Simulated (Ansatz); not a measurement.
Compare A (`[InH2][C]1=NC1`) with its isomer B (`[CH3][InH][C]#N`).

Calculated with Ansatz (gas phase, PBE0-D4/def2-TZVP geometries, no zero-point term in ΔE). CCSD(T)/CBS is the MP2 limit (def2-TZVPP, def2-QZVPP) plus CCSD(T) − MP2 in def2-TZVPP, frozen cores. DFT in def2-TZVPP. B3LYP here is the variant with VWN-RPA as its local correlation; programs differ in this. def2 core potentials past Kr. For In outer-core shells are correlated without core-valence functions, which leaves a few kJ/mol of doubt a bond.

(1) Which isomer does CCSD(T)/CBS put lower? Give the gap. (Estimate.)

(2) Give E(B) − E(A) in kJ/mol with PBE-D4, CCSD(T)/def2-SVP, CCSD(T)/def2-TZVPP, B3LYP-D4, PBE0-D4, r2SCAN-D4, ωB97M-V. (An estimate is asked.)

(3) Does the order hold for the free energy at 298.15 K (harmonic terms from PBE0-D4)? (Best estimate.)

Largest T1 diagnostic: 0.014.

## Answers

(1) The calculation gave: B, by 234.9 kJ/mol.

(2) Computed: PBE-D4 -198.2, CCSD(T)/def2-SVP -222.1, CCSD(T)/def2-TZVPP -236.8, B3LYP-D4 -224.4, PBE0-D4 -203.6, r2SCAN-D4 -212.2, ωB97M-V -224.5. None reverses the order clearly.

(3) Computed: Yes: G(B) − G(A) = -233.6 kJ/mol. Modes under 60 cm⁻¹, often nearly free rotors, make the harmonic entropy too high.

From PBE to PBE0 (25 % exact exchange), in def2-TZVPP and without D4, E(B) − E(A) moves by −5.1 kJ/mol. In def2-TZVPP, CCSD(T) changes the Hartree–Fock value by +18.0 kJ/mol (the triples alone add +3.1 kJ/mol) and MP2 by +12.2 kJ/mol.
